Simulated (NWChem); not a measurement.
System: SnH3O2Cl; SMILES [Cl][SnH]([OH])[OH]

```xyz
7

Sn    -0.0051     0.3094     0.2634
O     -1.5293     1.2326    -0.6305
O      1.7132     0.8945    -0.5781
Cl    -0.1035    -2.0252    -0.1662
H     -0.1238     0.6831     1.9307
H     -1.4539     1.1411    -1.6008
H      2.1237     0.1149    -1.0037
```
Atoms are numbered in this order, from 1.

All runs: NWChem. Coordinates come from a PBE-D3(BJ)/def2-SVP optimisation. def2 effective core potentials on Sn; no spin-orbit coupling. Level B3LYP/def2-SVP: energy and gradient on several grids; changes count from the extra-fine grid, which is no exact limit either.

```csv
grid,size of the energy change (μHa),largest change of a gradient component (μHa/bohr)
xcoarse,1000,10000
coarse,200,300
medium,< 10,300
fine,< 10,< 30
xfine,< 10,< 30
```
